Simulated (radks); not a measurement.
Task: The tantalum ion Ta20+, configuration [Kr] 4d10 4f7. Calculated with a radial shooting solver on a logarithmic mesh with Libxc functionals: Dirac Kohn-Sham, BLYP, spin-unpolarised, spherical densities, point nucleus; open shells fill j = l - 1/2 first. Some entries of the table are withheld. Estimate them.

orbital  occ.  eigenvalue (eV)  <r^2> (bohr^2)  <r> (bohr)
1s1/2       2        -67825.64       0.0004785     0.01866
2s1/2       2        -12090.79        0.007315     0.07833
2p1/2       2        -11578.17        0.005233         (1)
2p3/2       4        -10307.49        0.006436         (2)
3s1/2       2        -3185.091         0.04776      0.2041
3p1/2       2        -2957.698             (3)      0.1941
3p3/2       4        -2683.653             (4)      0.2086
3d3/2       4        -2300.122         0.03920      0.1827
3d5/2       6        -2240.475         0.04100      0.1872
4s1/2       2        -1052.554          0.2261      0.4479
4p1/2       2        -957.8267          0.2308         (5)
4p3/2       4        -889.8898          0.2605         (6)
4d3/2       4        -733.3893          0.2707      0.4854
4d5/2       6        -720.1573          0.2803      0.4941
4f5/2       6        -522.8805             (7)      0.4976
4f7/2       1        -519.9438             (8)      0.5016
5s1/2       0        -486.5340          0.8695      0.8838
5p1/2       0        -449.1385          0.9331      0.9142
5p3/2       0        -429.2699           1.023      0.9576
5d3/2       0        -368.9067           1.176         (9)
5d5/2       0        -365.0692           1.204        (10)

Result: 
(1) 2p1/2 <r> (bohr): 0.06487
(2) 2p3/2 <r> (bohr): 0.07271
(3) 3p1/2 <r^2> (bohr^2): 0.04388
(4) 3p3/2 <r^2> (bohr^2): 0.05045
(5) 4p1/2 <r> (bohr): 0.4509
(6) 4p3/2 <r> (bohr): 0.4794
(7) 4f5/2 <r^2> (bohr^2): 0.2889
(8) 4f7/2 <r^2> (bohr^2): 0.2933
(9) 5d3/2 <r> (bohr): 1.024
(10) 5d5/2 <r> (bohr): 1.036
